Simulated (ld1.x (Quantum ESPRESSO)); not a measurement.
# What one change does to a pseudopotential (Fe, RRKJ)

* Element: iron
* Generator: ld1.x (Quantum ESPRESSO) 7.5
* Type: norm-conserving RRKJ (Kleinman–Bylander form)
* Functional: Wu–Cohen
* Relativity: fully relativistic
* Frozen core: [Ne] 3s2
* Valence charge: 14
* Reference configuration: 3p6 3d6 4s2 4p0
* Partial waves: 3p (bound): rc 1.35 bohr; 3d (bound): rc 0.90 bohr; 4s (bound): rc 2.45 bohr
* Local potential: the s channel
* Core correction: a·sin(br)/r model core, default radius (core density twice the valence density)
* rho0: 0.005

Open shells are filled in proportion to 2j + 1 (rel_dist='average').

All-electron outer shells of the reference configuration (Wu–Cohen, scalar-relativistic, ld1.x):

```csv
shell,level (eV),outermost node (bohr),outermost maximum (bohr)
2p,-698.48,–,0.18
3s,-93.81,0.33,0.70
3p,-59.96,0.30,0.72
3d,-7.54,–,0.71
4s,-5.33,1.00,2.41
4p,-1.29,1.10,3.25
```

Change: local potential the d channel.

Cutoffs: the cutoffs (Ry, on a coarse ladder) from which the occupation-weighted sum of valence levels, in a spherical-Bessel basis at the reference potential, stays within 10 and 1 mRy of its value at 400 Ry; they do not see the model core or the augmentation charge, which bear on the density cutoff. Errors are all-electron minus pseudo energies relative to the spin-unpolarised reference configuration.

Problem. How do hardness, ghosts and transferability respond?

Solution. The potential gets harder (200 Ry and 230 Ry → 230 Ry and 260 Ry); a bound ghost appears in s, which as a rule spoils a file; the number of tests that count goes from 7 to 5; of the 5 tests that both files solve, the error grows in 0 and shrinks in 5 by more than 15 % and 0.3 meV (median size 267.2 → 69.4 meV); the range in which the s phases agree narrows (upper end 2.4 → 0.6); the range in which the p1/2 phases agree widens (upper end -0.9 → at the end of the scan). In the separable form a ghost depends on how the local part lies against the semilocal potential of the channel, so the choice of the local part can create or remove one.

```tsv
quantity	base	changed
cutoff, loose	200 Ry	230 Ry
cutoff, tight	230 Ry	260 Ry
loose cutoff by channel (10 mRy a level)	p 55 Ry, d 180 Ry, s 6 Ry	s 12 Ry, p 55 Ry, d 200 Ry
bound ghosts	none	s
largest miss of a reference level, eV	0.00	0.09
tests counted (converged, no solver errors)	7 of 7	5 of 7
error for 3p6 3d6 4s1 4p0, meV [ΔE 8.76 eV]	-6.6	-2.8
error for 3p6 3d6 4s0 4p0, meV [ΔE 24.85 eV]	-51	-42
error for 3p6 3d5 4s0 4p0, meV [ΔE 59.07 eV]	-267	+69
error for 3p6 3d4 4s0 4p0, meV [ΔE 112.17 eV]	-1247	+123
error for 3p6 3d7 4s0 4p0, meV [ΔE 6.57 eV]	-324	-127
s: phases at 2.65 bohr within 0.05 rad from the reference energy up to (Ry; the scan ends near 5)	2.4	0.6
p1/2: phases at 2.65 bohr within 0.05 rad from the reference energy up to (Ry; the scan ends near 5)	-0.9	to the end of the scan
p3/2: phases at 2.65 bohr within 0.05 rad from the reference energy up to (Ry; the scan ends near 5)	-0.9	to the end of the scan
d3/2: phases at 2.65 bohr within 0.05 rad from the reference energy up to (Ry; the scan ends near 5)	0.5	n/a
d5/2: phases at 2.65 bohr within 0.05 rad from the reference energy up to (Ry; the scan ends near 5)	0.5	to the end of the scan
```

Base: These tests converged, but a pseudo level misses the all-electron one widely, so the file describes the atom poorly there or has found another state: 3p6 3d5 4s0 4p0: empty 4p by 3.0 eV (a node warning on the way); 3p6 3d4 4s0 4p0: empty 4p by 4.6 eV. Changed file: Tests not counted: 3p6 3d5 4s2 4p1 (solver errors, printed error -2202 eV); 3p5 3d6 4s2 4p0 (solver errors, printed error -10.0 eV). These tests converged, but a pseudo level misses the all-electron one widely, so the file describes the atom poorly there or has found another state: 3p6 3d5 4s0 4p0: empty 4s by 7.5 eV. A true bound ghost makes a file unfit for plane-wave use even where its test errors are small: the radial tests pick states by their node count and pass the ghost by. Where a test does run into it, the solver fails or the error is huge.
